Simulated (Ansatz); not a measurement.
Consider the formal exchange of groups at a Ga–O bond: `C[O][GaH2]` + `C#CCO` → `C#[C][GaH2]` + `COCO`.

Computed with Ansatz on PBE0-D4/def2-TZVP structures; ΔE is electronic, products minus reactants. CCSD(T)/CBS is the MP2 limit (def2-TZVPP, def2-QZVPP) plus CCSD(T) − MP2 in def2-TZVPP, frozen cores. This one scheme is used for every species. DFT in def2-TZVPP. B3LYP here is the variant with VWN-RPA as its local correlation; programs differ in this. For Ga outer-core shells are correlated without core-valence functions, which leaves a few kJ/mol of doubt a bond. Scalar relativity is left out up to krypton. One conformer a species, not always the lowest.

```
          level  ΔE (kcal/mol)
         PBE-D4            9.9
      r2SCAN-D4            9.1
       B3LYP-D4            9.5
          B3LYP            9.5
 MP2/def2-TZVPP            8.4
CCSD/def2-TZVPP            7.3
 MP2/def2-QZVPP            8.9
   HF/CBS(def2)            6.5
```

Question: What does CCSD(T)/CBS give? (Estimate.)

Answer: Ansatz gave: +8.0 kcal/mol. The listed levels differ from it by 1.9, 1.1, 1.5, 1.5, 0.4, -0.7, 0.9, -1.5 kcal/mol.

Largest T1 diagnostic among the species: 0.015.

From PBE to PBE0 (25 % exact exchange), in def2-TZVPP and without D4, ΔE moves by −1.2 kcal/mol. In def2-TZVPP, CCSD(T) changes the Hartree–Fock value by +1.2 kcal/mol (the triples alone add +0.0 kcal/mol) and MP2 by +2.2 kcal/mol.
